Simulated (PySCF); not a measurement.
In(GeH3)3, SMILES [GeH3][In]([GeH3])[GeH3], PBE0/def2-SVP optimised geometry.

```
13

In     0.24    -0.88     2.08
Ge     1.27     0.36     0.00
H      0.81    -0.25    -1.34
H      0.82     1.84     0.00
H      2.82     0.36     0.00
Ge     1.70    -1.26     4.23
H      2.66    -2.45     4.00
H      2.58    -0.04     4.56
H      0.86    -1.59     5.48
Ge    -2.26    -1.70     2.02
H     -3.16    -0.68     2.76
H     -2.82    -1.84     0.58
H     -2.44    -3.06     2.72
```

Density from PBE0/def2-TZVP, def2 effective core potentials past Kr run with PySCF at that geometry. The core electrons that the potentials of In replace are not part of the density.

Minimum of the electron density along straight lines between bonded atoms, close to the bond critical point (lines longer than 1.1 times the sum of covalent radii, or with two minima, are not listed):

| bond | length / Å | ρ at the minimum / e bohr⁻³ | ∇²ρ there / e bohr⁻⁵ | position (fraction from the first atom) |
|---|---|---|---|---|
| In1–Ge2 | 2.630 | 0.065 | 0.00 | 0.49 |
| Ge2–H3 | 1.544 | 0.130 | 0.06 | 0.59 |
| Ge2–H4 | 1.546 | 0.129 | 0.06 | 0.59 |
| Ge2–H5 | 1.543 | 0.130 | 0.06 | 0.59 |
| In1–Ge6 | 2.630 | 0.065 | 0.00 | 0.49 |
| Ge6–H7 | 1.546 | 0.129 | 0.06 | 0.59 |
| Ge6–H8 | 1.544 | 0.130 | 0.06 | 0.59 |
| Ge6–H9 | 1.543 | 0.130 | 0.06 | 0.59 |
| In1–Ge10 | 2.629 | 0.065 | 0.00 | 0.49 |
| Ge10–H11 | 1.546 | 0.129 | 0.06 | 0.59 |
| Ge10–H12 | 1.543 | 0.130 | 0.06 | 0.59 |
| Ge10–H13 | 1.544 | 0.130 | 0.06 | 0.59 |
